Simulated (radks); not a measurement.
Initial-state core-level shifts of the chlorine ion Cl2+ when its valence configuration changes from [Ne] 3s2 3p3. All-electron calculation, non-relativistic Kohn-Sham, LDA (Slater exchange, Perdew-Wang correlation), spin-unpolarised, spherical densities, point nucleus. Program: a radial shooting solver on a logarithmic mesh with Libxc functionals. Shifts are changes of the shell-averaged eigenvalues in eV (positive: less bound); the change of the density at the nucleus, which sets a Mossbauer isomer shift, is in e/bohr^3, on a base of 3205.

valence,1s,2s,2p,density at nucleus
3s1 3p4,-1.076,-1.128,-1.095,-13.5111
3p5,-2.102,-2.217,-2.149,-27.3019
3s1.5 3p3.5,-0.544,-0.569,-0.553,-6.7197
3s0.5 3p4.5,-1.595,-1.677,-1.627,-20.3724
